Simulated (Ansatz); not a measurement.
AlH7OSiSn can be A, `[AlH2][O][SnH2][SiH3]`, or B, `[OH][Al]([SiH3])[SnH3]`.

Program: Ansatz. Geometries: PBE0-D4/def2-TZVP. ΔE: electronic, gas phase. CCSD(T)/CBS is the MP2 limit (def2-TZVPP, def2-QZVPP) plus CCSD(T) − MP2 in def2-TZVPP, frozen cores. DFT in def2-TZVPP. B3LYP here is the variant with VWN-RPA as its local correlation; programs differ in this. def2 core potentials past Kr. For Sn outer-core shells are correlated without core-valence functions, which leaves a few kJ/mol of doubt a bond. Each species was taken in one conformer, which may not be the lowest.

Q: Which is lower in electronic energy at CCSD(T)/CBS, and by how much? (Estimate.)

A: Ansatz gave: A, by 1.5 kcal/mol.

Q: Give E(B) − E(A) in kcal/mol with HF/def2-TZVPP, PBE-D4, CCSD/def2-TZVPP, PBE0-D4, B3LYP, r2SCAN-D4, CCSD(T)/def2-TZVPP. (Best estimate.)

A: Computed: HF/def2-TZVPP 3.9, PBE-D4 -3.7, CCSD/def2-TZVPP 0.3, PBE0-D4 -3.4, B3LYP 0.0, r2SCAN-D4 -0.5, CCSD(T)/def2-TZVPP 0.3. The order is the other way round with PBE-D4, PBE0-D4, r2SCAN-D4.

Largest T1 diagnostic: 0.014.

In def2-TZVPP, CCSD(T) changes the Hartree–Fock value by −3.6 kcal/mol (the triples alone add +0.0 kcal/mol) and MP2 by −1.6 kcal/mol. The D4 term adds +1.2 kcal/mol with B3LYP and +0.6 kcal/mol with PBE0; it sums over pairs of atoms, weighted by their polarisabilities, and B3LYP, whose exchange is more repulsive, gets the larger term.
